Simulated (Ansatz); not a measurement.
As₆Se, relaxed as a singlet with RKS r2SCAN-D4/def2-SVP in Ansatz, starting from the GFN2-xTB geometry. Force threshold 0.02 eV/Å.

The restricted singlet is unstable towards broken spin symmetry in Hartree–Fock (as tested in another run); at r2SCAN-D4/def2-SVP this wasn't settled. Another isomer (singlet) lies 0.93 eV lower at PBE0-D4/def2-TZVP; other spin states weren't run for this one.

Start:

```xyz
7

As    2.352   -0.483    0.261
As   -0.161    0.783   -1.702
As   -1.435   -1.488    0.715
As    1.781    1.606   -0.436
As    0.496   -1.532   -0.960
As   -2.055    0.733    0.020
Se   -0.979    0.381    2.102
```

Problem. Estimate the energy that the relaxation releases and the steps that it takes.

Solution. 11.4 kJ/mol, in 17 steps; 2.5 min on 4 threads of Arm Neoverse V1 on a shared host. The force fell under the threshold at step 5, but the optimiser went on and released 0.029 eV more. No frequencies were taken in this run, so the end may be a saddle point.

Problem. Does the start keep its bonding and symmetry?

Solution. By distances, no bond broke or formed. The bond that changes most is As2–As4, from 2.46 to 2.41 Å (atoms count from 1).

Problem. Predict the relaxed structure.

Solution. 
| atom | x (Å) | y (Å) | z (Å) |
| --- | --- | --- | --- |
| As1 | 1.994 | -0.339 | 0.587 |
| As2 | -0.163 | 0.750 | -1.783 |
| As3 | -1.474 | -1.552 | 0.615 |
| As4 | 1.782 | 1.606 | -0.648 |
| As5 | 0.521 | -1.481 | -0.971 |
| As6 | -1.928 | 0.807 | 0.128 |
| Se7 | -0.732 | 0.209 | 2.073 |
Bond lengths: 7 × As–As 2.31 to 2.60 Å; 2 × As–Se 2.36 to 2.40 Å.
